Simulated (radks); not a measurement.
Values are calculated unless marked as measured or tabulated.
Species: Cs3+. Configuration: [Kr] 4d10 5s2 5p4. Code: a radial shooting solver on a logarithmic mesh with Libxc functionals. Model: scalar-relativistic Kohn-Sham, r2SCAN, spin-polarised, spherical densities, finite nucleus; open shells are filled with parallel spins first (spin-orbit coupling, left out, can overturn this in heavy ions); meta-GGA in the generalised Kohn-Sham scheme; Fermi nuclear charge, rms radius 4.8041 fm.

Local quantities along the radius. ELF = 1/(1 + alpha^2) is the electron localisation function; alpha = (tau - tau_W)/tau_unif compares the Pauli kinetic energy density with that of the uniform gas (summed over spins); 4 pi r^2 rho is in e/bohr; r v_xc is r times the local exchange-correlation potential of spin up (hartree bohr, multiplicative part alone). tau is taken from the large components.

r (bohr)    ELF    alpha  4 pi r^2 rho    r v_xc
0.001603  0.999  0.02429         4.999   -0.1378
0.00212   0.999  0.02562         7.885   -0.1639
0.002806  0.999  0.02799         12.21   -0.1975
0.003712  0.999  0.03195         18.45   -0.2394
0.004912  0.999  0.03850         27.00   -0.2901
0.006499  0.998  0.04961         37.87   -0.3498
0.008599  0.995  0.06957         50.25   -0.4177
0.01138   0.988   0.1084         62.08   -0.4925
0.01505   0.965   0.1915         70.14   -0.5737
0.01976   0.876   0.3757         71.61   -0.6495
0.02614   0.613   0.7942         67.04   -0.6163
0.03459   0.348    1.368         62.75   -0.5970
0.04577   0.369    1.307         68.02   -0.7023
0.06056   0.617   0.7871         83.55   -0.9377
0.08013   0.751   0.5758         93.64    -1.062
0.106     0.614   0.7930         83.53    -1.071
0.1403    0.336    1.407         68.08    -1.008
0.1856    0.483    1.036         72.79    -1.243
0.2456    0.747   0.5822         78.72    -1.470
0.3249    0.647   0.7392         54.32    -1.357
0.4299    0.196    2.025         28.54    -1.050
0.5688    0.550   0.9051         29.71    -1.402
0.7527    0.766   0.5531         28.98    -1.491
0.9959    0.506   0.9880         15.83    -1.201
1.318     0.281    1.600         7.585    -1.150
1.743     0.657   0.7226         5.025    -1.197
2.307     0.780   0.5318         2.456    -1.119
3.052     0.458    1.087        0.5746   -0.6128
4.038     0.042    4.799       0.05229  -0.03135
5.343     0.000    44.76      0.001510  -0.07105

On this mesh the ELF has minima near r = 0.040, 0.14, 0.43, 1.3 bohr, which separate the shells, and maxima near 0.080 (0.75), 0.28 (0.75), 0.75 (0.77), 2.3 (0.78).

Self-consistent cycle (total energy in hartree, residual of the potential): 1: -7779.250049, 8e+00; 2: -7783.640509, 4e+00; 3: -7785.307376, 6e-01; 4: -7785.401452, 1e-01; 5: -7785.405962, 1e-02; 6: -7785.406591, 2e-03; 7: -7785.406625, 4e-04; 8: -7785.406621, 2e-05; 9: -7785.406620, 6e-06; 10: -7785.406620, 4e-06.
